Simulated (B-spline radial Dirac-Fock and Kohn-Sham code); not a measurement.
# Scattering functions of Tl⁴⁴⁺

System: the Tl⁴⁴⁺ ion in the configuration [Kr] 4d1.

Calculated with a radial B-spline solver, using Dirac-Fock orbitals of the configuration average with a finite nucleus. f₀ is the Fourier transform of the spherical electron density, S the Waller-Hartree incoherent function, and s = sin θ/λ.

```
s (Å⁻¹)      f₀       S
      0  37.000   0.000
   0.04  36.977   0.022
   0.05  36.964   0.035
   0.06  36.948   0.050
   0.08  36.908   0.089
   0.09  36.883   0.112
   0.12  36.793   0.199
   0.15  36.677   0.309
   0.19  36.484   0.492
   0.24  36.183   0.774
   0.31  35.656   1.262
   0.39  34.913   1.932
   0.49  33.803   2.901
   0.62  32.123   4.303
   0.79  29.673   6.232
      1  26.535   8.577
   1.26  22.901  11.262
    1.6  19.008  14.324
   2.02  15.511  17.373
   2.55  12.306  20.340
   3.23   9.138  23.410
   4.09   6.522  26.487
   5.17   5.026  29.275
```

f₀ starts at the number of electrons, 37, and has fallen to half at s ≈ 1.66 Å⁻¹. The sum of ⟨r²⟩ over the electrons is 1.963 bohr².
